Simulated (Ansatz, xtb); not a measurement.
Relative energy of two isomers of C2H5Sn−

Structure I: `C=[CH][SnH2-]`, a singlet. Structure II: `[CH2]1[CH2][SnH-]1`, a singlet. Both are isolated ions in the gas phase, relaxed with PBE0-D3(BJ)/def2-SVPD; each stands in its lowest conformer found.

I (Å):

```yaml
atoms:
  - { symbol: C, position_ang: [0.4715, 0.5106, 0.8696] }
  - { symbol: C, position_ang: [-0.8249, 0.7123, 0.5956] }
  - { symbol: Sn, position_ang: [1.7644, -0.9868, -0.1876] }
  - { symbol: H, position_ang: [0.9007, 1.1349, 1.6692] }
  - { symbol: H, position_ang: [-1.4457, 1.4521, 1.1243] }
  - { symbol: H, position_ang: [-1.3396, 0.1369, -0.1856] }
  - { symbol: H, position_ang: [2.4770, -1.5899, 1.3596] }
  - { symbol: H, position_ang: [3.1192, 0.1934, -0.3802] }
```

II (Å):

```xyz
8

C     0.1966    0.2511    1.3308
C     0.4574    0.7622   -0.0388
Sn    0.9381   -1.4707    0.0244
H     0.8716    0.5669    2.1329
H    -0.8470    0.1822    1.6584
H    -0.4073    1.0439   -0.6504
H     1.3125    1.4309   -0.1821
H     2.6590   -1.1288    0.4796
```

Energies in hartree; the thermal terms are from PBE0-D3(BJ)/def2-SVPD harmonic frequencies (ideal gas, rigid rotor, one conformer each, 298.15 K, 1 atm) and include the zero-point energy:

|  | I | II |
| --- | --- | --- |
| E, CCSD(T)/def2-SVPD | −292.370340 | −292.374033 |
| E, MP2/def2-SVPD | −292.307470 | −292.318171 |
| E, MP2/def2-TZVPPD | −292.664851 | −292.679822 |
| zero-point energy | 0.051648 | 0.056369 |
| H(298 K) − E | 0.057932 | 0.061838 |
| G(298 K) − E | 0.022292 | 0.028421 |

**Question.** Correct the CCSD(T) difference for the basis set by the MP2 change, then work out ΔE, ΔE₀, ΔH and ΔG for I → II in kcal/mol (1 Eh = 627.51 kcal/mol) and the equilibrium ratio [II]/[I].

**Answer.** 1. Differences II − I: CCSD(T) −0.003693, MP2 in the small set −0.010701, MP2 in the large set −0.014971 Eh.
2. ΔE = −0.003693 + (−0.014971 − (−0.010701)) = −0.007963 Eh = −5.00 kcal/mol.
3. ΔE₀ = ΔE + ΔZPE = −0.007963 + (+0.004721) Eh = −2.03 kcal/mol.
4. ΔH = ΔE + (+0.003906) Eh = −2.55 kcal/mol.
5. ΔG = ΔE + (+0.006129) Eh = −1.15 kcal/mol, so ΔS = (ΔH − ΔG)/T = −19.6 J/(mol K).
6. kT = 0.9442 mEh, so K = [II]/[I] = exp(−ΔG/kT) = exp(+1.94) ≈ 7.

Structure II is favoured at this temperature. An error of 1 kcal/mol in ΔG would change K by a factor of 5.4. GFN2-xTB, HF/def2-SVPD gave ΔE the other sign. Mirror images and further conformers aren't counted.

As drawn, II has 1 C–C, 1 C–Sn, 1 C–H in place of 1 C=C, 1 Sn–H. Structure I has no ring, II a 3-membered ring.

Other levels gave ΔE = +3.3 (GFN2-xTB); −13.1 (HF/STO-3G, GFN2-xTB geometries); −4.5 (r2SCAN-D4/def2-SVPD, GFN2-xTB geometries); −5.8 (PBE0-D3(BJ)/def2-SVPD); +6.9 (HF/def2-SVPD); −6.7 (MP2/def2-SVPD); −2.3 (CCSD(T)/def2-SVPD) kcal/mol. The correlated steps freeze 6 core orbitals; the filled d shell of Sn is correlated, in a basis made for valence electrons. Atoms past krypton carry core potentials in the def2 sets, without spin–orbit terms. Programs: Ansatz 0.2.0, xtb 6.7.1.
